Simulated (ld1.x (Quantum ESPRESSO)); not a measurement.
# u(r) = r·R(r): atom against pseudo-atom (fluorine (F))

Columns: radius, all-electron u(r) and pseudo u(r) of the 2s shell (level -29.91 eV) of fluorine in the configuration [He] 2s2 2p5; BP86, non-relativistic, TM scheme, ld1.x (Quantum ESPRESSO) 7.5.

| r (bohr) | all-electron | pseudo |
| --- | --- | --- |
| 0.042 | 0.3464 | -0.0548 |
| 0.085 | 0.4508 | -0.1118 |
| 0.128 | 0.4074 | -0.1704 |
| 0.170 | 0.2869 | -0.2300 |
| 0.212 | 0.1290 | -0.2928 |
| 0.255 | -0.0458 | -0.3608 |
| 0.298 | -0.2177 | -0.4329 |
| 0.340 | -0.3740 | -0.5071 |
| 0.382 | -0.5141 | -0.5842 |
| 0.425 | -0.6386 | -0.6642 |
| 0.467 | -0.7411 | -0.7411 |
| 0.510 | -0.8271 | -0.8151 |
| 0.552 | -0.8937 | -0.8796 |
| 0.595 | -0.9456 | -0.9345 |
| 0.638 | -0.9828 | -0.9763 |
| 0.680 | -1.0068 | -1.0039 |
| 0.722 | -1.0201 | -1.0192 |
| 0.765 | -1.0243 | -1.0242 |
| 0.807 | -1.0207 | -1.0207 |
| 0.850 | -1.0104 | -1.0104 |
| 0.892 | -0.9949 | -0.9949 |
| 0.935 | -0.9748 | -0.9748 |
| 0.977 | -0.9517 | -0.9517 |
| 1.020 | -0.9253 | -0.9253 |
| 1.062 | -0.8975 | -0.8975 |
| 1.105 | -0.8676 | -0.8676 |

Q: How many radial nodes do the two functions have?

A: The all-electron 2s function has n − l − 1 = 1; the pseudo-wave has 0, since the states of the same l below it are removed with the core.

Q: At about which radius was the pseudo-wave matched?

A: 0.85 bohr. The columns agree to 0.0005 from 0.77 bohr on; several derivatives are matched, so the curves merge somewhat inside the radius.

Q: Where does each function peak?

A: Outermost all-electron maximum near 0.77 bohr, pseudo maximum near 0.77 bohr (to the table’s step).

Q: Is the pseudo-wave norm-conserving?

A: Yes: the TM scheme keeps the norm inside the radius equal to the all-electron one, which fixes the energy derivative of the logarithmic derivative at the level.
